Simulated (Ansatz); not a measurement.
`CCCCCCCCCCC` + `C#N` → `CCCCC#N` + `CCCCCCC`  (formal exchange of groups at a C–C bond)

Calculated with Ansatz (gas phase, PBE0-D4/def2-TZVP geometries, no zero-point term in ΔE). CBS: MP2 limit from def2 TZ/QZ plus the TZ coupled-cluster correction, frozen cores. This one scheme is used for every species. Functionals use def2-TZVPP. HSE06 is defined as in plane-wave codes. Each species was taken in one conformer, which may not be the lowest.

`CCCCCCCCCCC`:

```xyz
35

C    -1.211   -0.081    4.735
C    -0.153    0.081    3.658
C    -0.278   -0.942    2.540
C     0.778   -0.778    1.459
C     0.727   -1.837    0.365
C    -0.585   -1.904   -0.411
C    -1.022   -0.593   -1.053
C    -0.031   -0.025   -2.055
C    -0.533    1.245   -2.725
C     0.407    1.816   -3.779
C     1.740    2.294   -3.227
H    -1.152   -1.070    5.199
H    -2.216    0.026    4.317
H    -1.099    0.664    5.526
H    -0.213    1.088    3.230
H     0.845    0.003    4.106
H    -0.212   -1.953    2.963
H    -1.280   -0.866    2.100
H     0.685    0.221    1.016
H     1.769   -0.803    1.926
H     1.555   -1.665   -0.331
H     0.915   -2.820    0.813
H    -0.488   -2.667   -1.192
H    -1.383   -2.256    0.251
H    -1.215    0.156   -0.275
H    -1.984   -0.751   -1.554
H     0.922    0.175   -1.555
H     0.182   -0.780   -2.824
H    -1.506    1.039   -3.187
H    -0.719    2.007   -1.957
H     0.581    1.059   -4.553
H    -0.092    2.651   -4.281
H     2.352    2.750   -4.008
H     1.593    3.041   -2.441
H     2.320    1.474   -2.797
```

`C#N`:

Cartesian coordinates in Å:
```
C -0.017 -0.008 -0.018
N 0.727 0.334 0.784
H -0.711 -0.326 -0.766
```

`CCCCC#N`:

```xyz
15

C    -0.112    0.957   -1.896
C     0.451    0.240   -0.683
C    -0.515    0.236    0.490
C     0.030   -0.484    1.724
C     0.281   -1.896    1.478
N     0.470   -3.010    1.264
H     0.598    0.952   -2.726
H    -1.032    0.478   -2.244
H    -0.349    2.000   -1.667
H     0.703   -0.792   -0.946
H     1.390    0.715   -0.374
H    -0.751    1.265    0.781
H    -1.459   -0.230    0.191
H     0.968   -0.025    2.051
H    -0.672   -0.407    2.559
```

`CCCCCCC`:

Z-matrix (Å, degrees):
```
C
C 1 1.520
H 1 1.093 2 111.2
H 1 1.092 2 111.9 3 120.1
H 1 1.094 2 111.0 3 -119.8
C 2 1.523 1 114.1 3 176.7
H 2 1.095 1 109.0 3 54.8
H 2 1.097 1 109.5 3 -60.7
C 6 1.520 2 114.5 1 64.8
H 6 1.098 2 109.2 1 -57.9
H 6 1.096 2 109.0 1 -173.3
C 9 1.519 6 113.1 2 177.1
H 9 1.096 6 110.0 2 -60.8
H 9 1.098 6 109.2 2 55.1
C 12 1.520 9 113.5 6 -179.9
H 12 1.098 9 109.3 6 57.9
H 12 1.098 9 109.4 6 -57.6
C 15 1.519 12 113.1 9 180.0
H 15 1.096 12 109.2 9 -57.7
H 15 1.096 12 109.1 9 57.7
H 18 1.094 15 111.1 12 -59.7
H 18 1.094 15 111.1 12 59.8
H 18 1.092 15 111.7 12 -179.9
```

```csv
level,ΔE (kJ/mol)
B97M-V,-47.8
r2SCANh-D4,-49.2
PBE-QIDH,-48.4
revPBE,-63.9
r2SCANh,-53.3
r2SCAN0,-53.4
HSE06,-57.4
RPA@PBE/def2-TZVPP,-33.5
```

**Question.** What does CCSD(T)/CBS give? (Best estimate.)

**Answer.** Ansatz gave: -38.0 kJ/mol. The listed levels differ from it by -9.8, -11.2, -10.4, -25.9, -15.3, -15.4, -19.4, 4.5 kJ/mol.

Largest T1 diagnostic among the species: 0.014.

In def2-TZVPP, CCSD(T) changes the Hartree–Fock value by +24.9 kJ/mol (the triples alone add +2.6 kJ/mol) and MP2 by +24.0 kJ/mol. From BLYP to BHLYP (50 % exact exchange), in def2-TZVPP and without D4, ΔE moves by +4.3 kJ/mol.
